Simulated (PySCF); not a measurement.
Choosing a molecule for a target property.

All species are isolated and taken at one optimised geometry, non-relativistic unless stated. Electronic properties by PySCF.

The conformers computed, where there is a choice (atom-mapped SMILES and torsion angles):
- `[CH2:1]=[CH:2][CH2:3][C@@H:4]([SH:5])[CH2:6][C:7]#[N:8]`: C1–C2–C3–C4 -118°, C2–C3–C4–S5 -64°, C3–C4–C6–C7 62°, H–S5–C4–C3 -64°
- `[SH:1][c:2]1[cH:3][cH:4][s:5][cH:6]1`: H–S1–C2–C3 0°
- `[CH2:1]=[CH:2][C:3]#[C:4][SiH2:5][O:6][CH3:7]`: C4–Si5–O6–C7 -57°
- `[CH:1]#[C:2][SiH2:3][O:4]/[CH:5]=[CH:6]\[CH3:7]`: C2–Si3–O4–C5 58°, Si3–O4–C5–C6 178°

**Question.** Wanted: dipole moment below 1 D (PBE0/def2-SVPD) and electronic spatial extent ⟨r²⟩ about the centre of nuclear charge above 1000 bohr² (PBE0/def2-SVPD), at GFN2-xTB geometries. Which candidate meets both?
A. `[C@@H](CC=C)(CC#N)S`
B. `C#C[SiH2]O/C=C\C`
C. `SC1=CSC=C1`
D. `C=CC#C[SiH2]OC`

**Answer.** B. Computed values:
```
            species  dipole moment  electronic spatial extent ⟨r²⟩ about the centre of nuclear charge
   C#C[SiH2]O/C=C\C         0.89 D                                                         1312 bohr²
         SC1=CSC=C1         1.25 D                                                          878 bohr²
     C=CC#C[SiH2]OC         1.69 D                                                         1534 bohr²
[C@@H](CC=C)(CC#N)S         2.87 D                                                         1302 bohr²
```
